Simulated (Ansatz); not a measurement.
A short molecular-dynamics run on CH$_{5}$NOSi.

```yaml
crystal:
  periodic: [false, false, false]
  atoms:
    - {symbol: N, position_ang: [-0.969231, 0.915643, 0.994741]}
    - {symbol: Si, position_ang: [-0.432925, -0.597463, 1.603964]}
    - {symbol: C, position_ang: [0.770244, -0.613983, -0.898204]}
    - {symbol: O, position_ang: [0.480177, -1.178671, 0.355742]}
    - {symbol: H, position_ang: [-1.559704, 1.506502, 1.559083]}
    - {symbol: H, position_ang: [-0.770037, 1.333174, 0.097816]}
    - {symbol: H, position_ang: [1.299055, 0.340276, -0.795367]}
    - {symbol: H, position_ang: [1.411983, -1.302518, -1.451007]}
    - {symbol: H, position_ang: [-0.141163, -0.449260, -1.483867]}
basis:
  gaussian: {orbitals: def2-SVP}
hamiltonian: {xc: {name: PBE}}
md: {timestep: 0.5 fs, n_steps: 20, ensemble: nvt_nose_hoover, temperature: 1000, initial_velocities: maxwell_boltzmann, seed: 946}
```

```sh
$ ansatz run in.yaml --threads 2 --pin off --events-out ev --progress --plain --max-ram 4352MiB
```

| step | time (fs) | potential energy (eV) | kinetic (eV) | T (K) | conserved (eV) |
| --- | --- | --- | --- | --- | --- |
| 0 | 0.0 | -12518.2212 | 0.9048 | 1000 | -12517.3164 |
| 1 | 0.5 | -12518.1516 | 0.8368 | 925 | -12517.3148 |
| 2 | 1.0 | -12518.0397 | 0.7279 | 804 | -12517.3117 |
| 3 | 1.5 | -12517.9316 | 0.6227 | 688 | -12517.3090 |
| 4 | 2.0 | -12517.8690 | 0.5609 | 620 | -12517.3082 |
| 5 | 2.5 | -12517.8643 | 0.5548 | 613 | -12517.3096 |
| 6 | 3.0 | -12517.8972 | 0.5854 | 647 | -12517.3119 |
| 7 | 3.5 | -12517.9327 | 0.6191 | 684 | -12517.3136 |
| 8 | 4.0 | -12517.9426 | 0.6286 | 695 | -12517.3142 |
| 9 | 4.5 | -12517.9164 | 0.6030 | 666 | -12517.3137 |
| 10 | 5.0 | -12517.8591 | 0.5467 | 604 | -12517.3128 |
| 11 | 5.5 | -12517.7845 | 0.4732 | 523 | -12517.3117 |
| 12 | 6.0 | -12517.7081 | 0.3977 | 440 | -12517.3109 |
| 13 | 6.5 | -12517.6432 | 0.3335 | 369 | -12517.3103 |
| 14 | 7.0 | -12517.5995 | 0.2902 | 321 | -12517.3099 |
| 15 | 7.5 | -12517.5834 | 0.2743 | 303 | -12517.3098 |
| 16 | 8.0 | -12517.5979 | 0.2889 | 319 | -12517.3099 |
| 17 | 8.5 | -12517.6412 | 0.3316 | 366 | -12517.3105 |
| 18 | 9.0 | -12517.7034 | 0.3928 | 434 | -12517.3117 |
| 19 | 9.5 | -12517.7672 | 0.4555 | 503 | -12517.3130 |
| 20 | 10.0 | -12517.8137 | 0.5014 | 554 | -12517.3138 |

Velocities are drawn at the set temperature; a run this short doesn't reach equilibrium.

Frames (Å, forces in eV/Å):

```xyz
9
time=0.0 fs
N    -0.969    0.916    0.995    0.039   -0.034   -0.041
Si   -0.433   -0.597    1.604   -0.430   -0.340    1.293
C     0.770   -0.614   -0.898   -0.051   -0.241    0.383
O     0.480   -1.179    0.356    0.563   -0.510   -0.596
H    -1.560    1.507    1.559   -0.414    0.432    0.373
H    -0.770    1.333    0.098    0.110    0.354   -0.636
H     1.299    0.340   -0.795    0.287    0.542   -0.021
H     1.412   -1.303   -1.451    0.362   -0.334   -0.374
H    -0.141   -0.449   -1.484   -0.464    0.131   -0.381
9
time=0.5 fs
N    -0.968    0.913    0.998   -0.060   -0.512    0.768
Si   -0.435   -0.595    1.603   -0.377   -0.505    1.432
C     0.770   -0.611   -0.901    0.737   -1.234    0.447
O     0.481   -1.179    0.358    0.560   -0.400   -0.778
H    -1.547    1.510    1.558   -0.541    0.576    0.467
H    -0.780    1.290    0.106    0.295    0.847   -1.655
H     1.294    0.329   -0.810    0.584    0.982    0.112
H     1.423   -1.314   -1.463   -0.038    0.074   -0.032
H    -0.117   -0.442   -1.482   -1.160    0.172   -0.761
9
time=1.0 fs
N    -0.967    0.911    1.001   -0.171   -0.799    1.504
Si   -0.436   -0.593    1.603   -0.320   -0.675    1.571
C     0.769   -0.609   -0.904    1.458   -2.115    0.554
O     0.481   -1.179    0.359    0.555   -0.289   -0.959
H    -1.536    1.516    1.558   -0.604    0.663    0.493
H    -0.788    1.249    0.110    0.425    1.211   -2.537
H     1.291    0.320   -0.825    0.854    1.361    0.232
H     1.434   -1.325   -1.475   -0.389    0.430    0.266
H    -0.096   -0.434   -1.482   -1.809    0.213   -1.124
9
time=1.5 fs
N    -0.966    0.909    1.004   -0.259   -0.817    1.930
Si   -0.438   -0.591    1.602   -0.256   -0.850    1.708
C     0.769   -0.607   -0.906    2.027   -2.788    0.651
O     0.482   -1.180    0.361    0.549   -0.180   -1.136
H    -1.527    1.523    1.560   -0.597    0.680    0.445
H    -0.796    1.211    0.108    0.460    1.380   -3.036
H     1.290    0.314   -0.839    1.055    1.620    0.330
H     1.443   -1.336   -1.487   -0.674    0.716    0.508
H    -0.080   -0.425   -1.485   -2.305    0.238   -1.400
9
time=2.0 fs
N    -0.965    0.906    1.008   -0.302   -0.559    1.873
Si   -0.440   -0.589    1.602   -0.187   -1.030    1.841
C     0.769   -0.606   -0.908    2.376   -3.176    0.669
O     0.483   -1.180    0.363    0.542   -0.075   -1.305
H    -1.518    1.531    1.562   -0.528    0.626    0.327
H    -0.803    1.177    0.098    0.384    1.349   -2.981
H     1.291    0.312   -0.853    1.155    1.710    0.405
H     1.452   -1.344   -1.497   -0.890    0.928    0.692
H    -0.068   -0.416   -1.491   -2.550    0.228   -1.521
9
time=2.5 fs
N    -0.964    0.903    1.012   -0.307   -0.101    1.328
Si   -0.442   -0.587    1.602   -0.112   -1.213    1.966
C     0.770   -0.605   -0.911    2.478   -3.244    0.563
O     0.483   -1.181    0.364    0.536    0.021   -1.461
H    -1.512    1.541    1.566   -0.413    0.510    0.157
H    -0.809    1.145    0.082    0.220    1.182   -2.385
H     1.295    0.314   -0.865    1.135    1.611    0.456
H     1.458   -1.351   -1.505   -1.039    1.065    0.821
H    -0.063   -0.407   -1.501   -2.497    0.169   -1.445
9
time=3.0 fs
N    -0.963    0.901    1.016   -0.304    0.446    0.459
Si   -0.444   -0.585    1.602   -0.034   -1.394    2.078
C     0.771   -0.605   -0.913    2.352   -3.011    0.330
O     0.484   -1.181    0.365    0.530    0.108   -1.600
H    -1.506    1.552    1.569   -0.270    0.348   -0.043
H    -0.814    1.116    0.060    0.019    0.970   -1.429
H     1.302    0.320   -0.877    1.000    1.340    0.488
H     1.461   -1.355   -1.512   -1.124    1.133    0.899
H    -0.064   -0.397   -1.514   -2.169    0.061   -1.181
9
time=3.5 fs
N    -0.962    0.898    1.020   -0.318    0.985   -0.513
Si   -0.446   -0.584    1.602    0.048   -1.570    2.173
C     0.773   -0.606   -0.915    2.060   -2.541    0.016
O     0.485   -1.181    0.366    0.523    0.184   -1.722
H    -1.500    1.565    1.573   -0.120    0.160   -0.250
H    -0.819    1.090    0.034   -0.172    0.785   -0.355
H     1.311    0.330   -0.887    0.777    0.944    0.506
H     1.462   -1.356   -1.516   -1.150    1.135    0.928
H    -0.070   -0.387   -1.530   -1.648   -0.083   -0.782
9
time=4.0 fs
N    -0.961    0.895    1.025   -0.360    1.459   -1.415
Si   -0.448   -0.582    1.602    0.131   -1.736    2.249
C     0.775   -0.607   -0.917    1.672   -1.916   -0.312
O     0.486   -1.182    0.366    0.515    0.250   -1.825
H    -1.495    1.577    1.576    0.021   -0.033   -0.441
H    -0.825    1.065    0.008   -0.322    0.659    0.643
H     1.322    0.341   -0.896    0.501    0.484    0.515
H     1.461   -1.354   -1.519   -1.117    1.072    0.908
H    -0.080   -0.377   -1.548   -1.041   -0.241   -0.321
9
time=4.5 fs
N    -0.960    0.893    1.029   -0.427    1.845   -2.156
Si   -0.450   -0.581    1.603    0.215   -1.889    2.304
C     0.777   -0.609   -0.919    1.241   -1.215   -0.587
O     0.487   -1.182    0.367    0.504    0.308   -1.908
H    -1.490    1.589    1.577    0.140   -0.214   -0.603
H    -0.831    1.043   -0.017   -0.421    0.594    1.460
H     1.334    0.354   -0.904    0.209    0.018    0.517
H     1.456   -1.350   -1.519   -1.024    0.944    0.837
H    -0.093   -0.368   -1.566   -0.437   -0.391    0.136
9
time=5.0 fs
N    -0.959    0.891    1.032   -0.503    2.137   -2.717
Si   -0.451   -0.580    1.603    0.298   -2.029    2.338
C     0.780   -0.610   -0.921    0.797   -0.495   -0.760
O     0.488   -1.182    0.367    0.489    0.360   -1.970
H    -1.485    1.601    1.578    0.229   -0.366   -0.725
H    -0.839    1.021   -0.039   -0.474    0.577    2.067
H     1.347    0.367   -0.910   -0.069   -0.411    0.514
H     1.449   -1.344   -1.517   -0.867    0.747    0.709
H    -0.106   -0.359   -1.585    0.102   -0.521    0.543
9
time=5.5 fs
N    -0.958    0.890    1.035   -0.575    2.337   -3.114
Si   -0.453   -0.579    1.604    0.382   -2.152    2.351
C     0.783   -0.612   -0.924    0.347    0.213   -0.807
O     0.490   -1.183    0.366    0.467    0.405   -2.010
H    -1.479    1.612    1.577    0.281   -0.478   -0.800
H    -0.847    1.001   -0.055   -0.489    0.592    2.474
H     1.360    0.378   -0.915   -0.315   -0.776    0.507
H     1.440   -1.336   -1.513   -0.645    0.480    0.521
H    -0.120   -0.352   -1.602    0.548   -0.621    0.878
9
time=6.0 fs
N    -0.958    0.889    1.038   -0.631    2.449   -3.372
Si   -0.455   -0.578    1.605    0.465   -2.258    2.345
C     0.786   -0.614   -0.926   -0.111    0.892   -0.726
O     0.491   -1.183    0.366    0.437    0.446   -2.026
H    -1.472    1.622    1.573    0.296   -0.543   -0.827
H    -0.857    0.982   -0.066   -0.475    0.626    2.702
H     1.371    0.388   -0.919   -0.518   -1.066    0.495
H     1.429   -1.326   -1.508   -0.359    0.144    0.273
H    -0.132   -0.346   -1.616    0.896   -0.692    1.136
9
time=6.5 fs
N    -0.957    0.888    1.040   -0.663    2.476   -3.511
Si   -0.457   -0.577    1.607    0.548   -2.347    2.319
C     0.789   -0.616   -0.929   -0.575    1.532   -0.530
O     0.492   -1.183    0.365    0.397    0.483   -2.018
H    -1.465    1.631    1.568    0.273   -0.555   -0.806
H    -0.868    0.965   -0.070   -0.440    0.672    2.772
H     1.382    0.395   -0.922   -0.674   -1.276    0.478
H     1.418   -1.317   -1.503   -0.018   -0.250   -0.027
H    -0.141   -0.342   -1.629    1.151   -0.736    1.321
9
time=7.0 fs
N    -0.957    0.888    1.042   -0.667    2.421   -3.536
Si   -0.458   -0.577    1.608    0.630   -2.418    2.276
C     0.792   -0.617   -0.932   -1.032    2.110   -0.252
O     0.494   -1.183    0.364    0.347    0.517   -1.983
H    -1.457    1.638    1.561    0.214   -0.512   -0.738
H    -0.880    0.949   -0.067   -0.389    0.723    2.690
H     1.391    0.400   -0.924   -0.783   -1.409    0.459
H     1.407   -1.307   -1.497    0.354   -0.677   -0.358
H    -0.148   -0.340   -1.638    1.324   -0.754    1.442
9
time=7.5 fs
N    -0.957    0.888    1.042   -0.643    2.290   -3.435
Si   -0.460   -0.576    1.610    0.711   -2.470    2.214
C     0.794   -0.618   -0.935   -1.447    2.587    0.063
O     0.495   -1.183    0.362    0.286    0.547   -1.920
H    -1.449    1.644    1.552    0.124   -0.416   -0.627
H    -0.893    0.936   -0.058   -0.326    0.774    2.449
H     1.398    0.401   -0.925   -0.845   -1.469    0.436
H     1.396   -1.300   -1.493    0.717   -1.092   -0.684
H    -0.152   -0.340   -1.643    1.423   -0.751    1.505
9
time=8.0 fs
N    -0.957    0.888    1.043   -0.592    2.092   -3.183
Si   -0.462   -0.576    1.612    0.790   -2.501    2.135
C     0.796   -0.618   -0.938   -1.773    2.906    0.357
O     0.497   -1.183    0.360    0.214    0.574   -1.830
H    -1.440    1.649    1.542    0.006   -0.272   -0.479
H    -0.906    0.924   -0.043   -0.256    0.820    2.030
H     1.403    0.398   -0.924   -0.860   -1.456    0.411
H     1.387   -1.295   -1.490    1.018   -1.436   -0.956
H    -0.153   -0.341   -1.645    1.454   -0.726    1.515
9
time=8.5 fs
N    -0.957    0.889    1.042   -0.520    1.842   -2.743
Si   -0.463   -0.576    1.614    0.868   -2.512    2.040
C     0.798   -0.618   -0.940   -1.957    3.004    0.577
O     0.498   -1.183    0.358    0.131    0.596   -1.713
H    -1.431    1.653    1.530   -0.129   -0.090   -0.303
H    -0.920    0.914   -0.024   -0.184    0.857    1.405
H     1.406    0.392   -0.923   -0.829   -1.371    0.384
H     1.381   -1.294   -1.489    1.205   -1.645   -1.121
H    -0.150   -0.344   -1.644    1.416   -0.682    1.475
9
time=9.0 fs
N    -0.957    0.890    1.042   -0.430    1.565   -2.082
Si   -0.465   -0.577    1.616    0.942   -2.502    1.929
C     0.800   -0.617   -0.943   -1.963    2.831    0.691
O     0.500   -1.182    0.356    0.039    0.614   -1.572
H    -1.422    1.657    1.518   -0.269    0.113   -0.110
H    -0.935    0.906   -0.001   -0.117    0.880    0.553
H     1.407    0.383   -0.921   -0.748   -1.210    0.357
H     1.377   -1.296   -1.491    1.242   -1.674   -1.145
H    -0.144   -0.349   -1.638    1.305   -0.616    1.380
9
time=9.5 fs
N    -0.957    0.892    1.040   -0.327    1.288   -1.198
Si   -0.466   -0.577    1.619    1.012   -2.471    1.801
C     0.801   -0.616   -0.946   -1.782    2.373    0.702
O     0.502   -1.182    0.353   -0.059    0.626   -1.410
H    -1.415    1.662    1.505   -0.402    0.314    0.083
H    -0.950    0.900    0.024   -0.066    0.881   -0.510
H     1.406    0.370   -0.918   -0.615   -0.971    0.331
H     1.376   -1.303   -1.496    1.126   -1.514   -1.023
H    -0.134   -0.355   -1.630    1.113   -0.527    1.226
9
time=10.0 fs
N    -0.957    0.893    1.039   -0.215    1.043   -0.157
Si   -0.467   -0.578    1.621    1.078   -2.420    1.658
C     0.802   -0.614   -0.948   -1.438    1.658    0.647
O     0.503   -1.181    0.350   -0.161    0.632   -1.232
H    -1.408    1.667    1.493   -0.512    0.489    0.260
H    -0.965    0.896    0.047   -0.042    0.860   -1.702
H     1.404    0.356   -0.914   -0.427   -0.654    0.306
H     1.378   -1.313   -1.503    0.888   -1.195   -0.784
H    -0.122   -0.363   -1.619    0.829   -0.413    1.004
```

It took 27 s on 2 threads of an Arm Neoverse V1 on a shared host, with 0.4 GiB of host memory at the peak.
